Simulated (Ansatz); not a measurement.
Species: Cr, charge 0, quintet.

Total energies in hartree (Ansatz, a program for electronic structure). Open shells are spin-unrestricted; no spin-orbit coupling. The -DK rows use spin-free X2C, correlate 3s3p of the metal (1s2s2p frozen) and give its partners the cc-pVXZ-DK valence sets. The UHF reference of Cr ([Cr], quintet) is spin-contaminated (<S^2> up to 1.00 over the pure value in the sets run). Open-shell metal atoms are single determinants, not pure terms.

```csv
species,HF/cc-pwCVTZ-DK,CCSD(T)/cc-pwCVTZ-DK,HF/cc-pwCVQZ-DK,CCSD(T)/cc-pwCVQZ-DK,CCSDT(Q)/cc-pwCVTZ-DK
1: Cr (quintet),-1049.62248,-1050.14435,-1049.62318,-1050.17189,-1050.13544
2: Cr (septet),-1049.65805,-1050.17163,-1049.65866,-1050.19880,-1050.17186
```

Q: Work out the septet-quintet gap (Cr (septet) against Cr (quintet), E(septet) - E(quintet)) in eV: take Hartree-Fock from cc-pwCVQZ-DK, extrapolate the CCSD(T) correlation energy as X^-3 (X = 3, 4), and add CCSDT(Q) - CCSD(T) in cc-pwCVTZ-DK. 1 hartree = 27.211 eV.

A: 
Species 1: correlation (64·(-0.54871) - 27·(-0.52187))/37 = -0.56830; step +0.00891; E1 = -1049.62318 + (-0.56830) + (+0.00891) = -1050.18257
Species 2: correlation (64·(-0.54014) - 27·(-0.51358))/37 = -0.55952; step -0.00023; E2 = -1049.65866 + (-0.55952) + (-0.00023) = -1050.21841
-1·E1 +1·E2 = -0.03584 hartree = -0.98 eV.
